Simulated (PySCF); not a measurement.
Isomers of C6H7NS, one conformer each; single-point electronic energies without zero-point terms and without any empirical dispersion term.

Computed with PySCF at wB97X-D/pcSseg-2, non-relativistic, each on one gas-phase PBE0-D3(BJ)/def2-TZVP geometry that isn't relaxed in the solvent. The solvent is an IEF-PCM continuum (van der Waals radii × 1.2). Only the electrostatic response of the medium enters.

```tsv
isomer	relative energy, gas (kcal/mol)	dipole (D)
`CSc1ccccn1`	0.0	1.26
`CSc1ccncc1`	2.6	2.92
```

How do the relative energies look in chloroform (ε = 4.711)?

| isomer | relative energy, solvent (kcal/mol) | E(solvent) − E(gas) (kcal/mol) | dipole in solvent (D) |
| --- | --- | --- | --- |
| `CSc1ccccn1` | 0.0 | -3.3 | 1.67 |
| `CSc1ccncc1` | 1.2 | -4.7 | 3.72 |

The order is unchanged. Conformers: `[CH3:1][S:2][c:3]1[cH:4][cH:5][cH:6][cH:7][n:8]1` with C1–S2–C3–C4 180°; `[CH3:1][S:2][c:3]1[cH:4][cH:5][n:6][cH:7][cH:8]1` with C1–S2–C3–C4 -179°. `CSc1ccncc1` gains most from the continuum, and it has the largest gas-phase dipole. The gains span 1.4 kcal/mol, the gas-phase energies 2.6 kcal/mol.
